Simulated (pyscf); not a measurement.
Structures and frequencies: ωB97X-D3(BJ)/def2-SVP in PySCF. MP2 and CC: frozen core, UHF for open shells. ΔMP2 is the change of the MP2 total energy from the triple- to the quadruple-zeta basis.

For the elementary gas-phase step [H₃C–Sn=O]• (SMILES [CH3][Sn]=[O]) -> [H₂C=Sn–OH]• (SMILES [CH2]=[Sn][OH]) (doublet surface; C–H broken, H–O formed), what barrier and reaction energy does CCSD(T)/def2-TZVPP + ΔMP2(QZVPP) give, measured from the reactant's lowest minimum found?

ΔE‡ = 23.1 kcal/mol, ΔE = -10.9 kcal/mol. Zero-point energy shifts the barrier by -3.0 kcal/mol. It is a hydrogen shift, with an imaginary mode of 2098i cm⁻¹. This is the saddle that the search found; another between the same sides may lie lower. The CCSD(T) − MP2 part came from Ansatz, without density fitting, on the same reference. The frozen core leaves the outer d or s,p core shells of the metals and heavy elements correlated in the MP2 and CC values, and def2-TZVPP describes them poorly, which can shift differences by a few kcal/mol. Elements past Kr carry the def2 core potentials, without spin-orbit coupling.
